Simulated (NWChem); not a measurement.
System: CH$_{5}$NSTe; SMILES CS[Te]N

```xyz
9

Te    -0.3131     0.6954    -0.0831
N      1.6101     1.2346     0.3113
H      1.6855     1.9098     1.0678
H      2.0999     1.5684    -0.5147
S     -0.2355    -1.6000     0.6083
C      0.5047    -2.4545    -0.8140
H     -0.0881    -2.3097    -1.7276
H      0.5131    -3.5249    -0.5569
H      1.5385    -2.1204    -0.9757
```
Atoms are numbered in this order, from 1.

Geometry: optimised at PBE0/def2-SVP. No frequency run checked for a minimum. def2 effective core potentials on Te; no spin-orbit coupling.

### Question
List the 4 lowest vertical singlet excitations from CAM-B3LYP/def2-SVPD with def2 effective core potentials on Te, TDA (NWChem).

### Answer
```json
[
 {"state": "S1", "energy (eV)": "3.65", "oscillator strength": "0.003", "leading excitation (squared amplitude)": "HOMO → LUMO (0.92)"},
 {"state": "S2", "energy (eV)": "4.21", "oscillator strength": "0.002", "leading excitation (squared amplitude)": "HOMO → LUMO+1 (0.84)"},
 {"state": "S3", "energy (eV)": "4.41", "oscillator strength": "0.003", "leading excitation (squared amplitude)": "HOMO−1 → LUMO (0.77)"},
 {"state": "S4", "energy (eV)": "5.19", "oscillator strength": "0.007", "leading excitation (squared amplitude)": "HOMO−1 → LUMO+1 (0.51)"}
]
```
